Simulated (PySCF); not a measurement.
Q: Write Cartesian coordinates for `ClC[Si@H]1C[SiH2][C@H]1C#C` as optimised with PBE0-D3(BJ)/def2-SVP.

A: 
```xyz
17
C5H9ClSi2 angstrom
C     -2.058   -2.041   -1.130
C     -1.664   -1.240   -0.307
C     -1.144   -0.285    0.634
Si    -0.961    1.570    0.146
C      0.735    1.647    0.997
Si     0.749   -0.245    0.971
C      1.653   -0.886   -0.556
Cl     3.378   -0.408   -0.452
H     -2.424   -2.744   -1.854
H     -1.682   -0.332    1.600
H     -0.866    1.720   -1.335
H     -2.028    2.469    0.682
H      0.667    2.050    2.021
H      1.563    2.147    0.476
H      1.228   -0.962    2.190
H      1.233   -0.460   -1.479
H      1.600   -1.981   -0.639
```

Any rigid rotation of these coordinates is as good. Atoms count from 1 in this order. The C–Si distances run from 1.887 Å (Si6–C7, drawn single) to 1.927 Å (C3–Si4, drawn single), a spread of 0.040 Å. The 4-membered ring C3–Si4–C5–Si6 has internal angles of 86.0° to 90.9°; it is puckered, 0.14 Å rms from its mean plane, widest ring torsion 17°. Si4 (SiH2 silicon) has angles from 90.6° to 116.9°. Si6 (SiH silicon) has angles from 90.9° to 118.1°.

Bonds between heavy atoms (Å): C1≡C2 1.214, C2–C3 1.438, C3–Si4 1.927, Si4–C5 1.899, C5–Si6 1.892, Si6–C7 1.887, C7–Cl8 1.793, C3–Si6 1.923.

Theory: PBE0-D3(BJ)/def2-SVP geometry optimisation, gas phase (PySCF).

Point group: C1 (no symmetry element, even within 0.4 Å). Whether it is a minimum is left open (no frequencies). The numbers are those of one conformer (C5–Si6–C7–Cl8 65°, C2–C3–Si4–C5 -138°, C3–Si4–C5–Si6 16°, Si4–C5–Si6–C7 94°, C2–C3–Si6–C5 139°).
